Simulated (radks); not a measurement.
Results of a calculation; reference values are marked as such.
C2+, 4 electrons, occupied as [He] 2s2 (the NIST ground configuration).

Code: a radial shooting solver on a logarithmic mesh with Libxc functionals. Model: scalar-relativistic Kohn-Sham, r2SCAN, spin-unpolarised, spherical densities, finite nucleus; meta-GGA in the generalised Kohn-Sham scheme; Fermi nuclear charge, rms radius 2.4702 fm; hard spherical wall at 2 bohr.

Energy parts (hartree):
part                     energy
total                 -35.59410
kinetic                40.07331
electron-nucleus      -84.33318
Hartree                13.36648
exchange-correlation   -4.70072

Orbitals (lengths in bohr, moments of r in powers of bohr):
orbital  occ.  eigenvalue (hartree)    <r^2>     <r>   <1/r>
1s          2             -11.03504  0.09901  0.2703   5.649
2s          2              -0.87779    1.205   1.040   1.379
2p          0              -0.57358    1.046  0.9632   1.230
3s          0               4.29795    1.501   1.116   1.607
3d          0               1.86226    1.554   1.210  0.8909

The highest occupied level is 2s at -23.886 eV. The pressure on the wall is 1330 GPa. Summed over all electrons, <r^2> = 2.608 bohr^2, which gives a Langevin (diamagnetic) susceptibility term of -2.07 x 10^-6 cm^3/mol. The density falls to 0.001 e/bohr^3 at r = 1.90 bohr. The electron density at the nucleus is 137.5 e/bohr^3 (large components only).
